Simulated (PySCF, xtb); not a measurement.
CHOS, SMILES S=C=[OH+], charge +1.

GFN2-xTB run with xtb at its own geometry gives an orbital gap of 3.95 eV.

Geometry: B3LYP-D3(BJ)/def2-TZVP. The isomer is the one that the SMILES or the coordinates give; other isomers of the formula were not compared.

Question: What does PBE/def2-TZVPD (PySCF) give? (Estimate from the structure and the level; the computed values follow.)

Answer: gap 4.89 eV (levels -14.73 and -9.83 eV).
